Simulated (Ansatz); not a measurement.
Reaction (ligand exchange at the Si–C bond): `O[CH]([SiH3])[GeH3]` + `[NH2][SnH]([OH])[F]` → `[NH2][SnH]([F])[O][SiH3]` + `O[CH2][GeH3]`

Program: Ansatz. Geometries: PBE0-D4/def2-TZVP. ΔE: electronic, gas phase. CCSD(T)/CBS is the MP2 limit (def2-TZVPP, def2-QZVPP) plus CCSD(T) − MP2 in def2-TZVPP, frozen cores. DFT in def2-TZVPP. B3LYP here is the variant with VWN-RPA as its local correlation; programs differ in this. def2 core potentials past Kr. For Ge, Sn outer-core shells are correlated without core-valence functions, which leaves a few kJ/mol of doubt a bond. Scalar relativity is left out up to krypton. Each species was taken in one conformer, which may not be the lowest.

```tsv
level	ΔE (eV)
B3LYP-D4	-1.17
B2PLYP	-1.22
PBE	-0.99
CCSD/CBS(def2)	-1.22
```

What does CCSD(T)/CBS give? (Estimate.)

Ansatz gave: -1.17 eV. The listed levels differ from it by 0.00, -0.05, 0.18, -0.05 eV.

Largest T1 diagnostic among the species: 0.014.

In def2-TZVPP, CCSD(T) changes the Hartree–Fock value by +0.30 eV (the triples alone add +0.04 eV) and MP2 by +0.29 eV. From PBE to PBE0 (25 % exact exchange), in def2-TZVPP and without D4, ΔE moves by −0.09 eV. The D4 term adds +0.03 eV with B3LYP and +0.01 eV with PBE0; it sums over pairs of atoms, weighted by their polarisabilities, and B3LYP, whose exchange is more repulsive, gets the larger term.
